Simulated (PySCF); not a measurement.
# Hf⁶⁴⁺: ionisation energy

Hf⁶⁴⁺ [He] 2s2 2p4 (3P) → Hf⁶⁵⁺ [He] 2s2 2p3 (4S), as a difference of total energies. All numbers are calculated (PySCF 2.14, the spin-free X2C one-electron Hamiltonian (Gaussian nucleus), in an uncontracted even-tempered set (19 s from 40 bohr⁻², ratio 2.2; 13 p from 52 bohr⁻², ratio 2.2; 5 d from 210 bohr⁻², ratio 2.4; 5 f from 310 bohr⁻², ratio 2.4; 4 g from 470 bohr⁻², ratio 2.4)). Correlated levels: nothing frozen; virtual orbitals above 40 to 60 times the deepest correlated orbital energy dropped. The calculations carry no spin-orbit coupling.

```
                 method  ionisation energy (eV)
                    UHF                 15710.8
                    LDA                 15702.6
                    PBE                 15714.0
                   PBE0                 15713.7
                 r2SCAN                 15716.9
                   BLYP                 15715.6
                   PW91                 15716.0
    MP2 (all electrons)                 15712.6
SCS-MP2 (all electrons)                 15712.7
```

Spin-orbit coupling is strong in these open shells (close to jj coupling). The scalar numbers leave it out and a first-order estimate fails, so it can dominate the gap to the real levels.

For this ion Breit and QED terms and the two-electron picture change, all absent here, outweigh the differences among the correlated methods.

For comparison: 15351 ± 24 eV (theoretical estimate listed by NIST; NIST Atomic Spectra Database, ionization energies).
